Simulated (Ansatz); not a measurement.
C2H8OSSi can be A, `[SiH3]COCS`, or B, `OCC[SiH2]S`.

Computed with Ansatz on PBE0-D4/def2-TZVP structures; ΔE is electronic, products minus reactants. CCSD(T)/CBS adds triple-zeta CCSD(T) − MP2 to the extrapolated MP2 energy (def2 sets, frozen cores). DFT in def2-TZVPP. Each species was taken in one conformer, which may not be the lowest.

Task: Which isomer does CCSD(T)/CBS put lower? Give the gap. (Estimate.)

Result: Computed: B, by 161.9 kJ/mol.

Task: Give E(B) − E(A) in kJ/mol with ωB97M-V, CCSD(T)/def2-TZVPP, PBE-D4, B2PLYP, HF/def2-TZVPP, PBE0-D4, MP2/def2-TZVPP. (An estimate is asked.)

Result: Computed: ωB97M-V -158.8, CCSD(T)/def2-TZVPP -157.9, PBE-D4 -150.8, B2PLYP -152.9, HF/def2-TZVPP -152.8, PBE0-D4 -159.4, MP2/def2-TZVPP -166.7. None reverses the order clearly.

Largest T1 diagnostic: 0.012.

From PBE to PBE0 (25 % exact exchange), in def2-TZVPP and without D4, E(B) − E(A) moves by −8.9 kJ/mol. In def2-TZVPP, CCSD(T) changes the Hartree–Fock value by −5.0 kJ/mol (the triples alone add +1.2 kJ/mol) and MP2 by −13.9 kJ/mol.
